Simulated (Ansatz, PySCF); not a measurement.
Species: GeO₂, net charge 0, singlet state. SMILES: [O]=[Ge]=[O]
Coordinates optimised at B3LYP-D3(BJ)/def2-TZVP (Ansatz, an electronic-structure program):
```xyz
3

Ge     0.0000     0.0000     0.0000
O      0.0000     0.0000     1.6240
O      0.0000     0.0000    -1.6240
```

Quantity: vertical triplet-singlet gap, E(triplet) - E(singlet), in eV. Set-up: UHF or UKS for open shells; frozen cores in correlated levels (noble-gas shells and the d and f shells of earlier blocks); each state is the SCF solution reached for its charge and spin; no dispersion term unless named; no spin-orbit coupling; LANL2DZ with its own core potentials from Na on; 6-31G* and kin with 6d, 5d where marked; non-relativistic. First-principles rows: single points at B3LYP-D3(BJ) geometries (Ansatz). A UHF reference is markedly spin-contaminated in at least one set, which strains HF and MP2. Levels can end on unlike triplets.

```csv
level,program,"vertical triplet-singlet gap, E(triplet) - E(singlet) (eV)"
HF/6-31G*,Ansatz,2.56
HF/6-31G* with LANL2DZ past Ar,Ansatz,2.13
PBE/6-31G*,Ansatz,3.25
B3LYP/STO-3G,Ansatz,3.45
B3LYP/3-21G,Ansatz,2.78
B3LYP/6-31G*,Ansatz,3.22
B3LYP/6-31G* with LANL2DZ past Ar,Ansatz,3.12
M06-2X/6-31G* with LANL2DZ past Ar (5d),PySCF,3.52
MP2/6-31G* with LANL2DZ past Ar,Ansatz,5.27
PBE/def2-TZVPD,Ansatz,3.38
PBE0/def2-TZVPD,Ansatz,3.45
M06-2X/def2-TZVPD,PySCF,3.88
```

No value to compare with is used here. The 9 habitual levels span 2.13 (HF/6-31G* with LANL2DZ past Ar) to 5.27 eV (MP2/6-31G* with LANL2DZ past Ar); PBE/def2-TZVPD gives 3.38.

The levels are drawn from those run, B3LYP/6-31G* more often than the rest, none by its result; left out are runs that failed, that the program found above a lower state of the same kind, or whose <S^2> lies over 0.5 above the pure value.
